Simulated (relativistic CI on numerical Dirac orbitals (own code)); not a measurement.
P V: calculation against measurement

Method of calculation: Dirac-Coulomb-Breit CI, orbitals from a KLI potential per configuration, a model potential for QED, valence Slater integrals scaled by 0.85, P86 correlation estimate, and configurations built on the next ion tied to the tabulated ionisation energy (semi-empirical) (own radial code, finite nucleus).

Configurations in the expansion (outside the closed core [Ne]): 3s, 3p, 3d, 4s, 4p, 4d, 4f, 5s, 5p, 5d, 5f, 5g. Levels of other configurations are missing.

```csv
Configuration,Term (tabulated),J,Measured (cm⁻¹),Computed,Error,Purity (%)
3s,2S,1/2,0.0,0,0,100
3p,2P°,1/2,88651.9,91473,2821,100
3p,2P°,3/2,89447.2,92246,2799,100
4s,2S,1/2,272959.3,273914,955,100
4p,2P°,1/2,304160.9,305319,1158,100
4p,2P°,3/2,304445.3,305592,1146,100
5s,2S,1/2,376645.2,377151,506,100
5p,2P°,1/2,391118.1,391786,668,100
5p,2P°,3/2,391251.9,391913,661,100
```

Measured levels from Martin, Zalubas and Musgrove, J. Phys. Chem. Ref. Data 14, 751 (1985); pairs were made by configuration, J and term (by order where the table uses no LS term), so strongly mixed levels may be paired wrongly. Some J values or terms of the table were assigned by a fit.

Mean error by configuration (cm⁻¹): 3p 2810; 4s 955; 4p 1152; 5s 506; 5p 664. Over the excited levels the mean absolute error is 1339 cm⁻¹ (8 of the 8 excited levels that our extract of the source holds in range could be paired), and the median relative error of those above 1,000 cm⁻¹ is 0.36 %.
